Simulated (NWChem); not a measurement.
System: CH$_{5}$ClO$_{2}$Si; SMILES CO[Si@H](O)Cl

```xyz
10

C      1.0313     1.9199     0.5536
O      0.3498     1.3588    -0.5569
Si    -0.5319    -0.0444    -0.5111
O     -1.8112     0.0207     0.5554
Cl     0.7058    -1.6146     0.1063
H      1.8026     1.2238     0.9526
H      0.3297     2.1771     1.3784
H      1.5357     2.8493     0.2221
H     -1.0227    -0.2547    -1.8941
H     -1.6940    -0.4825     1.3796
```
Atoms are numbered in this order, from 1.

Program: NWChem. Coordinates come from a PBE-D3(BJ)/def2-SVP optimisation.

Q: Estimate the computed values for LC-BLYP (range parameter 0.33 per bohr)/def2-SVP. Quantities: highest occupied level (eV); orbital gap (eV); dipole (D).

A: The highest occupied level (eV) is -10.68 and the orbital gap (eV) comes out as 13.56. The dipole (D) comes out as 1.78.
